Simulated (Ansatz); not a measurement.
A nudged elastic band was laid between two geometries of B2FH5OSi (10 atoms, charge 0, multiplicity 1).

These are results of Ansatz 0.2.0, RHF/def2-SVP, not measurements.

```
movable images  : 7
climbing image  : yes
spring          : 5.0 eV/Å²
optimiser       : quadratic models (default)
start path      : through a guess of the saddle point
force threshold : 0.05 eV/Å
iteration limit : 60
end points      : relaxed
```

Image 0:

```xyz
10
Properties=species:S:1:pos:R:3
B -0.059 1.248 1.748
Si -0.750 0.341 0.069
O 0.501 -0.209 -0.891
B 0.921 -1.316 -1.501
F 2.021 -1.263 -2.224
H -0.839 1.784 2.487
H 1.102 1.264 2.048
H -1.610 -0.814 0.437
H -1.553 1.279 -0.748
H 0.348 -2.366 -1.423
```

Image 8:

```xyz
10
Properties=species:S:1:pos:R:3
B 0.144 1.115 1.492
Si -0.983 0.303 0.008
O -0.060 -0.309 -1.255
B 0.926 -1.195 -1.371
F 1.378 -1.808 -0.284
H -0.385 1.481 2.506
H 1.328 1.272 1.392
H -1.839 -0.792 0.524
H -1.853 1.343 -0.586
H 1.427 -1.460 -2.422
```

(1) Which bonds break or form, and what moves?

(2) Give the energies along the band, and the barrier.

(3) What is the geometry of the highest image?

The band took 57 iterations and about 12 core-minutes.

## Answers

(1) No bond is made or broken. The dihedral Si2–O3–B4–F5 changes from 178 to 0° by way of a nearly straight angle Si2–O3–B4 (up to 176°), not by a turn about the bond.

(2) The run converged. The highest image is number 4 of 0 to 8, 0.060 eV above the first end and 0.082 eV above the last; the last end lies 0.022 eV below the first. A vibrational analysis at the climbing image gives one clearly imaginary mode, 76i cm⁻¹, and a faint second one (13i cm⁻¹) that may be numerical noise or a soft torsion: probably a first-order saddle point.

| image | path coordinate (Å) | energy (eV) | angle Si2–O3–B4 (°) |
| --- | --- | --- | --- |
| 0 | 0.00 | 0.000 | 141 |
| 1 | 0.77 | 0.003 | 139 |
| 2 | 1.54 | 0.005 | 138 |
| 3 | 2.30 | 0.020 | 151 |
| 4 | 3.07 | 0.060 | 176 |
| 5 | 3.72 | 0.049 | 165 |
| 6 | 4.37 | 0.011 | 147 |
| 7 | 5.01 | -0.008 | 141 |
| 8 | 5.66 | -0.022 | 136 |

(3) 
```xyz
10
Properties=species:S:1:pos:R:3
B -0.010 1.461 1.499
Si -0.907 0.130 0.256
O 0.170 -0.639 -0.737
B 0.983 -1.339 -1.516
F 2.237 -1.524 -1.141
H -0.660 1.997 2.355
H 1.149 1.756 1.410
H -1.622 -0.914 1.028
H -1.896 0.839 -0.594
H 0.639 -1.818 -2.557
```

Run time: 12 min on 1 thread of Intel(R) Xeon(R) Platinum 8488C (Sapphire Rapids), on a shared host, peak memory 0.19 GiB.
